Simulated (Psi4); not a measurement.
Method: SAPT0/jun-cc-pVDZ, frozen core in Psi4.

Psi4 input:

```
molecule {
0 1
O -0.00061096 0.38960105 -0.00000000
H -0.76471476 -0.19600037 0.00000000
H 0.76532571 -0.19360068 0.00000000
--
0 1
F 0.22351867 2.76373869 -1.25821964
Si -0.00456416 1.71783340 -2.40308107
F 1.14861210 0.65679578 -2.37848822
F -1.38035566 0.99908108 -2.18733432
F -0.01061228 2.45063894 -3.78857304
units angstrom
symmetry c1
no_reorient
no_com
}
set basis jun-cc-pvdz
set scf_type df
set freeze_core true
energy('sapt0')
```

Part of the output:

```
    SAPT Results
  --------------------------------------------------------------------------------------------------------
    Electrostatics                -20.32270343 [mEh]     -12.75268893 [kcal/mol]     -53.35725050 [kJ/mol]
      Elst10,r                    -20.32270343 [mEh]     -12.75268893 [kcal/mol]     -53.35725050 [kJ/mol]

    Exchange                       23.24867087 [mEh]      14.58876122 [kcal/mol]      61.03937696 [kJ/mol]
      Exch10                       23.24867087 [mEh]      14.58876122 [kcal/mol]      61.03937696 [kJ/mol]
      Exch10(S^2)                  23.04784067 [mEh]      14.46273837 [kcal/mol]      60.51209733 [kJ/mol]

    Induction                      -3.11575784 [mEh]      -1.95516757 [kcal/mol]      -8.18042109 [kJ/mol]
      Ind20,r                     -15.87019453 [mEh]      -9.95869742 [kcal/mol]     -41.66719001 [kJ/mol]
      Exch-Ind20,r                 13.10766213 [mEh]       8.22518216 [kcal/mol]      34.41416218 [kJ/mol]
      delta HF,r (2)               -0.35322544 [mEh]      -0.22165231 [kcal/mol]      -0.92739326 [kJ/mol]

    Dispersion                     -3.49788105 [mEh]      -2.19495350 [kcal/mol]      -9.18368543 [kJ/mol]
      Disp20                       -4.64823395 [mEh]      -2.91681084 [kcal/mol]     -12.20393655 [kJ/mol]
      Exch-Disp20                   1.15035290 [mEh]       0.72185734 [kcal/mol]       3.02025112 [kJ/mol]
      Disp20 (SS)                  -2.32411697 [mEh]      -1.45840542 [kcal/mol]      -6.10196827 [kJ/mol]
      Disp20 (OS)                  -2.32411697 [mEh]      -1.45840542 [kcal/mol]      -6.10196827 [kJ/mol]
      Exch-Disp20 (SS)              0.63728292 [mEh]       0.39990107 [kcal/mol]       1.67318607 [kJ/mol]
      Exch-Disp20 (OS)              0.51306998 [mEh]       0.32195627 [kcal/mol]       1.34706504 [kJ/mol]

  Total HF                         -0.18979040 [mEh]      -0.11909528 [kcal/mol]      -0.49829463 [kJ/mol]
  Total SAPT0                      -3.68767145 [mEh]      -2.31404877 [kcal/mol]      -9.68198007 [kJ/mol]
```
